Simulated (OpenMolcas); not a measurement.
# Al⁺: effect of the active space

```yaml
Program: OpenMolcas 26.06
Method: MS-CASPT2 or its RAS form, IPEA 0.25 Eh, imaginary shift 0.1 Eh
Basis: ANO-RCC-VTZP
Scalar_Hamiltonian: DKH2, point nucleus
Spin-orbit_coupling: RASSI with atomic mean-field integrals over the reference wave functions, term energies averaged over their components
```

A. 2 electrons in 4 orbitals (3s 3p); 2S+1 = 3 even, 3 roots; 2S+1 = 1 even, 7 roots; 2S+1 = 3 odd, 3 roots; 2S+1 = 1 odd, 3 roots; closed shells correlated: 2s 2p; CASPT2 step of the order of 1.4 core-seconds
B. 2 electrons in 8 orbitals (3s 3p 4s 4p); 2S+1 = 3 even, 3 roots; 2S+1 = 1 even, 7 roots; 2S+1 = 3 odd, 3 roots; 2S+1 = 1 odd, 3 roots; closed shells correlated: 2s 2p; CASPT2 step about 2.8 core-seconds
C. 2 electrons in 9 orbitals (RAS2 3s 3p; RAS3 3d, at most 2 electrons); 2S+1 = 3 even, 3 roots; 2S+1 = 1 even, 7 roots; 2S+1 = 3 odd, 3 roots; 2S+1 = 1 odd, 3 roots; closed shells correlated: 2s 2p; CASPT2 step roughly 4 core-seconds

Energies in cm-1 above 3s2 1S0, the measured ground level; measured values from NIST Handbook of Basic Atomic Spectroscopic Data.

```tsv
Level	A	B	C	Measured
3s2 1S0	0.0	0.0	0.0	0.0
3s 3p 3P* 0	36930	37030	36790	37393
3s 3p 3P* 1	36980	37080	36840	37454
3s 3p 3P* 2	37080	37180	36940	37578
3s 3p 1P* 1	61780	61310	59800	59852
```

Deviations, from unrounded energies. A percentage is the sum of absolute deviations over the sum of measured energies, with the sign that they share, or ± where signs differ.

```csv
Against measurement,Levels,A,B,C
mean absolute deviation (cm-1),4,840,650,480
other configurations (%),4,±2.0,±1.5,-1.1
```

C lies closest to measurement on these levels and A furthest from it. The largest miss of C in the table is 3s 3p 3P* 2, by -640 cm-1. The ranking rests on the paired levels alone, and a cruder setting can come out closer through cancelling errors.

Among A to C the level of the table that moves most is 3s 3p 1P* 1, by 2000 cm-1 (lowest in C, highest in A). Moves below CASPT2's spread within the term are not significant.

Over all roots computed the reference weight is 0.92 to 0.98 in A, 0.89 to 0.99 in B; the roots of lowest weight are the least certain, and an intruder state may touch them. The run also gave levels led by 3s 4s, which use shells meant for correlation; these and all levels above them are left out (holds for B). Active for correlation alone: 3d; no level in the range computed is led by a configuration that fills it, so any true level of that kind is missing (holds for C). Computed and measured levels are paired by configuration, term and J; levels that our copy of the source lacks, or whose pairing is in doubt (as where it misses far off the trend of its configuration), stay unpaired and out of the deviations. Levels of configurations outside the active space are missing. The table leaves out levels that lie high or whose names do not pair safely across all columns.

* marks odd parity.
